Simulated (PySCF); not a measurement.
N,N-disilylmethanamine (CH₉NSi₂), SMILES CN([SiH3])[SiH3]. Geometry: PBE-D3(BJ)/def2-SVP.

Calculation: PBE-D3(BJ)/def2-SVP (PySCF 2.14.0).

Harmonic wavenumbers (cm⁻¹): 95, 107, 131, 190, 220, 256, 539, 630, 673, 681, 726, 875, 885, 898, 918, 929, 950, 968, 1091, 1123, 1167, 1397, 1415, 1432, 2122, 2127, 2143, 2149, 2183, 2193, 2919, 2991, 3020. Rotational constants (GHz): 6.053, 2.948, 2.109; symmetry number 1.

Question: Work out the zero-point energy and the ideal-gas rigid-rotor harmonic-oscillator thermochemistry at 298.15 K and 1 atm.

Answer: ZPE = ½ Σ hcν = ½ × 40143 cm⁻¹ = 240.11 kJ/mol. H − E(el) = 262.79 kJ/mol. Entropy in J/(mol K): translation 165.04, rotation 111.08, vibration 78.38, total 354.49. G − E(el) = 157.10 kJ/mol. Cp = 118.45 J/(mol K). Modes under 150 cm⁻¹ make the vibrational entropy uncertain.
